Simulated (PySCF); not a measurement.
## Calculated data, Al2GeH3O, GeH4NSi, AlBGeH5, CH5BGeN and others

All values are calculated (PySCF 2.14.0). Calculation on a computer-drawn molecule: optimised geometry and harmonic frequencies of an isolated molecule of the commonest isotopes, restricted reference for singlets and unrestricted otherwise, frozen core in MP2; on germanium a core potential holds 10 electrons, which the energies leave out, and 3d is frozen in MP2 and coupled-cluster steps.

(1) Al2GeH3O

Start structure:
```xyz
7
Al2GeH3O
O      0.2734    -1.3769     3.3690
Al     0.8942    -1.7107     1.9720
Ge     1.6670    -2.0672    -0.4320
Al     0.7565    -1.1958    -2.7519
H      2.9016    -2.9776    -0.3979
H      1.4391     0.1546    -3.1041
H     -0.2901    -2.1997    -3.3089
```

It was run with charge 1, multiplicity 1, method MP2, basis cc-pV(D+d)Z and basis and core potential on germanium cc-pVDZ-PP ECP10MDF.

The calculation gives: rotational constants 8.593, 0.9266, 0.8486 GHz; total energy -853.9087 hartree; convergence status largest gradient component 3.33e-05 hartree/bohr.

Drawn bonds:
```
atom  other atom  order
   1           2      2
   2           3      1
   3           4      1
   3           5      1
   4           6      1
   4           7      1
```

Optimised structure:
```xyz
7
Al2GeH3O
O      0.2592    -1.3722     3.4424
Al     0.9101    -1.7231     1.9843
Ge     1.6418    -2.0489    -0.4420
Al     0.7679    -1.2042    -2.7594
H      2.8884    -2.9640    -0.4342
H      1.4530     0.1481    -3.1184
H     -0.2787    -2.2090    -3.3265
```

Modes:
```
frequency (cm⁻¹)  reduced mass (dalton)
           42.12                  11.11
              73                  4.006
           114.1                  15.81
           115.3                  1.321
           225.2                   15.1
           252.5                  1.038
           284.9                   17.6
           428.1                  1.156
           533.2                    1.1
           622.3                   1.07
           710.9                  1.061
            1025                  19.12
            2039                  1.015
            2088                  1.071
            2154                  1.021
```

(2) GeH4NSi

Start structure:
```xyz
7
GeH4NSi
N     -1.1571     0.3058    -1.8679
Si    -0.2063     1.4537    -2.2238
Ge     1.5666     1.5170    -3.8758
H     -0.9710    -0.5723    -2.2950
H     -0.6787     2.5595    -1.2944
H      2.1366     3.0050    -3.4208
H      0.4318     2.2886    -4.8767
```

It was run with charge -1, multiplicity 1, method HF, basis aug-cc-pV(D+d)Z and basis and core potential on germanium aug-cc-pVDZ-PP ECP10MDF.

Results for GeH4NSi: rotational constants 27.47, 2.034, 1.926 GHz; total energy -639.0868 hartree; convergence status largest gradient component 2.12e-05 hartree/bohr.

Drawn bonds:
```
atom  other atom  order
   1           2      2
   2           3      1
   1           4      1
   2           5      1
   3           6      1
   3           7      1
```

Optimised structure:
```xyz
7
GeH4NSi
N     -1.2961     0.3429    -1.9255
Si    -0.1213     1.4456    -2.0864
Ge     1.7081     1.8757    -3.6268
H     -1.4044    -0.2752    -2.7127
H     -0.0653     2.3040    -0.8507
H      1.3588     3.4296    -3.7047
H      0.9421     1.4347    -4.9475
```

Modes:
```
frequency (cm⁻¹)  reduced mass (dalton)
             145                  1.412
           181.1                  3.301
           284.4                  6.138
           359.9                  1.286
           596.2                  1.179
           599.9                  1.152
           794.2                  1.067
           824.8                  1.128
           942.1                  1.027
           965.1                  1.167
            1100                  9.149
            1889                  1.021
            1915                  1.019
            2149                  1.041
            3742                  1.075
```

(3) AlBGeH5

Start structure:
```xyz
8
AlBGeH5
B     -0.2912     0.5879     0.9422
Ge    -2.1541     1.0232     0.6938
Al    -3.7416     2.5735    -0.2438
H      0.3537     1.0321     1.8262
H      0.3553    -0.0203     0.1011
H     -2.9889    -0.1039    -0.0264
H     -3.0010     1.0900     1.9659
H     -4.0517     3.9555    -1.0236
```

It was run with charge 0, multiplicity 2, method HF, basis cc-pV(D+d)Z and basis and core potential on germanium cc-pVDZ-PP ECP10MDF.

Results for AlBGeH5: rotational constants 9.955, 2.933, 2.377 GHz; total energy -562.8262 hartree; spin squared 0.7675; convergence status largest gradient component 3.687e-05 hartree/bohr.

Drawn bonds:
```
atom  other atom  order
   1           2      1
   2           3      1
   1           4      1
   1           5      1
   2           6      1
   2           7      1
   3           8      1
```

Optimised structure:
```xyz
8
AlBGeH5
B     -0.5068     0.9111     0.7374
Ge    -2.5600     0.6853     0.8634
Al    -3.6983     2.6414    -0.3004
H      0.0885     1.5486     1.5604
H      0.0982     0.4861    -0.2069
H     -3.0579    -0.6094     0.1962
H     -3.0636     0.6599     2.3181
H     -2.8197     3.8149    -0.9327
```

Modes:
```
frequency (cm⁻¹)  reduced mass (dalton)
           66.26                  1.077
           98.58                  3.715
           188.2                   1.07
           300.1                  14.14
           375.6                  1.067
           475.3                  1.202
           527.9                  1.049
           571.8                  2.995
           684.4                  1.102
           797.2                  1.196
             924                  1.142
           983.5                  1.172
            1249                  1.141
            1908                  1.044
            2168                  1.023
            2179                  1.016
            2676                  1.051
            2764                  1.128
```

(4) CH5BGeN

Start structure:
```xyz
9
CH5BGeN
C      0.5236    -1.4740     2.0773
B      0.6610    -0.7870     0.8363
N      0.6346    -0.0774    -0.3038
Ge    -0.8441     1.2384    -0.4934
H     -0.2321    -2.2136     2.3082
H      1.1892    -1.3392     2.9596
H      1.2642    -0.1288    -1.0272
H     -1.7072     0.3018    -1.3942
H     -1.5495     0.8774     0.8931
```

Settings of this run: charge 0, multiplicity 2, method HF, basis cc-pVDZ and basis and core potential on germanium cc-pVDZ-PP ECP10MDF.

The calculation gives: rotational constants 23.11, 1.87, 1.763 GHz; total energy -413.2591 hartree; spin squared 0.7541; convergence status largest gradient component 1.011e-05 hartree/bohr.

Drawn bonds:
```
atom  other atom  order
   1           2      2
   2           3      1
   3           4      1
   1           5      1
   1           6      1
   3           7      1
   4           8      1
   4           9      1
```

Optimised structure:
```xyz
9
CH5BGeN
C      0.7351    -1.5640     2.2216
B      0.5510    -0.8967     1.0144
N      0.3403    -0.2192    -0.1609
Ge    -0.8821     1.1708    -0.4277
H      0.1976    -2.4742     2.4611
H      1.4333    -1.2089     2.9708
H      0.9404    -0.4456    -0.9337
H     -1.3692     1.0581    -1.8817
H     -2.0067     0.9772     0.5921
```

Modes:
```
frequency (cm⁻¹)  reduced mass (dalton)
           85.99                  1.168
           135.1                  4.431
           266.6                   1.18
           375.9                  2.047
           442.8                  7.054
           584.1                  1.692
             670                  1.156
           741.2                  1.488
           763.3                  1.228
           778.6                  1.276
           860.1                  1.917
           899.2                  1.031
            1011                  3.015
            1323                  1.267
            1466                  1.195
            1841                  8.621
            2174                  1.018
            2221                  1.024
            3302                  1.061
            3382                   1.11
            3789                  1.075
```

(5) ClGeH3NSi

Start structure:
```xyz
7
ClGeH3NSi
Cl     0.5718    -0.7111    -1.6582
Si    -0.3863     0.2971    -0.3211
N     -0.8360    -0.4458     1.1158
Ge    -1.3044    -1.1898     2.6262
H     -0.7242     1.6927    -0.4264
H     -0.3508    -1.1060     3.7880
H     -2.6680    -1.8224     2.6847
```

It was run with charge 1, multiplicity 1, method HF, basis cc-pV(D+d)Z and basis and core potential on germanium cc-pVDZ-PP ECP10MDF.

Results for ClGeH3NSi: rotational constants 12.68, 0.8648, 0.8187 GHz; total energy -1097.7977 hartree; convergence status largest gradient component 1.623e-05 hartree/bohr.

Drawn bonds:
```
atom  other atom  order
   1           2      1
   2           3      1
   3           4      2
   2           5      1
   4           6      1
   4           7      1
```

Optimised structure:
```xyz
7
ClGeH3NSi
Cl     0.5535    -0.7058    -1.6239
Si    -0.4195     0.2877    -0.2070
N     -0.8631    -0.3687     1.1569
Ge    -1.2975    -1.1650     2.5874
H     -0.6846     1.6761    -0.5445
H     -0.3487    -1.1580     3.7608
H     -2.6380    -1.8516     2.6793
```

Modes:
```
frequency (cm⁻¹)  reduced mass (dalton)
           71.74                  13.89
           133.1                  2.021
           186.2                  1.492
           293.5                  13.36
           508.1                  17.85
           608.2                  1.281
           673.1                  1.163
           688.7                  8.574
           721.3                  1.075
           909.7                  1.139
           939.2                  1.033
            1453                  13.66
            2344                  1.014
            2360                  1.028
            2473                  1.045
```

(6) CH7AlGeSi

Start structure:
```xyz
11
CH7AlGeSi
C     -2.1575     2.7121    -0.8408
Si    -1.4821     1.0850    -0.9321
Ge     0.6388     0.3709    -0.1675
Al     2.2779    -1.2284     0.2615
H     -1.5221     3.5051    -0.4070
H     -3.1725     3.0007    -1.2337
H     -2.2287    -0.0234    -1.4844
H      1.1386     1.7660     0.4997
H      1.4661     0.6321    -1.4992
H      3.4062    -1.3508    -0.8005
H      2.3953    -2.3177     1.4459
```

Here we set charge 0, multiplicity 1, method HF, basis cc-pV(D+d)Z and basis and core potential on germanium cc-pVDZ-PP ECP10MDF.

Results for CH7AlGeSi: rotational constants 3.424, 1.618, 1.144 GHz; total energy -866.1153 hartree; convergence status largest gradient component 4.761e-06 hartree/bohr.

Drawn bonds:
```
atom  other atom  order
   1           2      2
   2           3      1
   3           4      1
   1           5      1
   1           6      1
   2           7      1
   3           8      1
   3           9      1
   4          10      1
   4          11      1
```

Optimised structure:
```xyz
11
CH7AlGeSi
C     -2.0639     1.3216    -0.1338
Si    -0.9072     1.7038    -1.3207
Ge     1.3970     1.0840    -1.0797
Al     1.4951    -0.8616     0.4924
H     -1.8047     0.8381     0.8029
H     -3.1146     1.5724    -0.2380
H     -1.3428     2.3766    -2.5619
H      2.1744     2.3206    -0.6016
H      1.9187     0.7478    -2.4863
H      1.6222    -2.3274    -0.0811
H      1.3857    -0.6242     2.0499
```

Modes:
```
frequency (cm⁻¹)  reduced mass (dalton)
           32.96                  2.642
           55.93                   4.71
           75.44                  1.024
           189.4                  3.599
           295.2                  1.147
           322.2                  8.016
           333.2                  1.189
           364.6                  7.872
           476.4                  1.202
           579.2                  1.123
           645.2                  1.079
           666.9                  1.079
             707                   1.11
           746.7                  1.035
           834.7                  1.069
           864.2                  1.206
           914.6                  1.234
           954.3                  1.032
            1041                  4.113
            1507                  1.214
            1990                  1.024
            1995                   1.06
            2181                  1.024
            2191                  1.016
            2330                  1.043
            3286                  1.058
            3373                  1.112
```
